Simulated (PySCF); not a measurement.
# A run with a changed setting

The sound run of [Nd(NH3)2]3+ (singlet in the valence; each metal's 4f electrons, 3 of them, lie in its core potential, out of spins and levels) uses PySCF 2.14.0, RKS TPSS, Nd lcecp-1-SVP with ECP49, N def2-SVP, H def2-SVP; non-relativistic Hamiltonian with scalar-relativistic core potentials where named; density fitting; no spin-orbit coupling, grid (50, 194), threshold 1e-8 and 55 cycles at the relaxed geometry. This run, with dm0 from free metal ions and neutral atoms, differs:

```python
mol = gto.M(atom='''
Nd    -0.65757    -0.94747     0.00014
N      0.11091     0.16406     2.05195
H      1.00242     0.70698     1.98290
H     -0.55518     0.85933     2.46482
H      0.29309    -0.48565     2.85342
N      0.11043     0.16372    -2.05234
H      1.06936    -0.10126    -2.38046
H     -0.48339    -0.02629    -2.89426
H      0.15272     1.20894    -2.02616''',
    basis={'Nd': 'lcecp-1-SVP', 'N': 'def2-SVP', 'H': 'def2-SVP'},
    ecp={'Nd': 'lcecp-1-SVP'},
    charge=3, spin=0)
mf = dft.RKS(mol, xc='TPSS')
mf.grids.atom_grid = (15, 26)  # f atoms: unpruned
mf = mf.density_fit()  # fitting sets: Nd AutoAux, N def2-universal-JKFIT, H def2-universal-JKFIT
mf.conv_tol = 1e-08; mf.max_cycle = 55
mf.kernel(dm0)
mf.nuc_grad_method().kernel()
```

Task: What was changed, and how did it end?

Result: The integration grid was changed. It converged in 11 cycles, 0.774 eV from the sound run, largest force component 1.11 eV/Å. These settings are unsound on purpose: the numbers aren't the compound's.
```
init E= -138.729723280512
cycle= 1 E= -143.96381834199  delta_E= -5.23  |g|= 2.92  |ddm|= 2.96
cycle= 2 E= -127.307496131859  delta_E= 16.7  |g|=  5.6  |ddm|= 7.69
cycle= 3 E= -145.415558981378  delta_E= -18.1  |g|= 1.12  |ddm|= 7.49
cycle= 4 E= -145.798598177402  delta_E= -0.383  |g|= 0.213  |ddm|= 2.15
cycle= 5 E= -145.812063435232  delta_E= -0.0135  |g|= 0.0492  |ddm|= 0.308
...
cycle= 9 E= -145.812674894196  delta_E= -6.41e-07  |g|= 0.000245  |ddm|= 0.00161
cycle= 10 E= -145.812674909805  delta_E= -1.56e-08  |g|= 3.14e-05  |ddm|= 0.000315
cycle= 11 E= -145.812674910087  delta_E= -2.82e-10  |g|= 5.03e-06  |ddm|= 4.19e-05
Extra cycle  E= -145.812674910092  delta_E= -4.49e-12  |g|= 3.37e-06  |ddm|= 8.99e-06
converged SCF energy = -145.812674910092
```

Run from Python with OMP_NUM_THREADS=2; the lines above give its settings. Where DIIS fails, smearing, a level shift and second-order steps follow.
It took 3.1 s on 2 threads of Arm Neoverse V1, with other jobs on the host.

No frequency check is given that shows the relaxed geometry to be a minimum. An lcecp potential fixes the number of 4f electrons, so in runs with it no electron can move into or out of that shell.
